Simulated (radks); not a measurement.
Q: The mean radii <r> (bohr) of the occupied orbitals of an atom or ion are listed with their occupations. Calculated with a radial shooting solver on a logarithmic mesh with Libxc functionals: non-relativistic Kohn-Sham, TPSS, spin-polarised, spherical densities, point nucleus; meta-GGA in the generalised Kohn-Sham scheme.

orbital  occ.      <r>
1s          2  0.02261
2s          2  0.09446
2p          6  0.07997
3s          2   0.2217

Name the element and its charge. Open shells, if any, are filled with parallel spins first.

A: Z = 67, holmium, charge +55: Ho55+ in [Ne] 3s2. The 1s radius gives Z: for a bare nucleus <r> = 1.5/Z, 0.02239 bohr for Z = 67, and screening makes it slightly larger (0.02261 here). The occupations add up to 12, and the charge is Z minus that.
